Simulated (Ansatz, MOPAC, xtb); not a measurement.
Diatomic TiSi, multiplicity 5 (lowest of 2S+1 = 1, 3, 5, 7 at PBE0/def2-TZVPP; our sources give no spin for the ground state, which may be another). No spin–orbit coupling. Ti is treated without relativity.

The constants come from a fifth-degree fit in 1/R (seven points, main isotopes). Runs in def2 and cc sets follow the lowest solution found near the PBE0 minimum.

Run with Ansatz (a quantum-chemistry and plane-wave program); MOPAC for PM6, PM7 (differences of heats of formation); xtb for the GFN methods. Each number belongs to the level named beside it. The GFN methods have no spin term and hold the electronic entropy of 300 K.

```csv
level,r_e (Å),ω_e (cm⁻¹),α_e (cm⁻¹),ω_e x_e (cm⁻¹),dipole (D)
PM6,2.465,327,0.00094,1.5,-
PM7,2.335,377,0.00051,1.0,-
GFN1-xTB,2.379,454,0.0011,2.0,-
GFN2-xTB,2.440,355,0.0026,9.1,-
SVWN5/def2-TZVPP,2.399,382,0.00082,1.3,2.74
PBE/def2-TZVPP,2.437,366,0.00082,1.3,3.12
r2SCAN/def2-TZVPP,2.425,375,0.00086,1.6,3.85
B97M-V/def2-TZVPP,2.445,372,0.00083,1.5,3.45
B3LYP/def2-TZVPP,2.441,361,0.00089,1.6,3.47
PBE0/def2-TZVPP,2.422,375,0.00087,1.6,4.07
BHLYP/def2-TZVPP,2.475,327,0.0011,1.9,4.42
CAM-B3LYP/def2-TZVPP,2.412,377,0.00094,1.9,4.16
wB97M-V/def2-TZVPP,2.407,379,0.0010,2.4,3.84
```

The state reached by PM6, PM7 isn't checked; PM7 holds dispersion and hydrogen-bond terms.
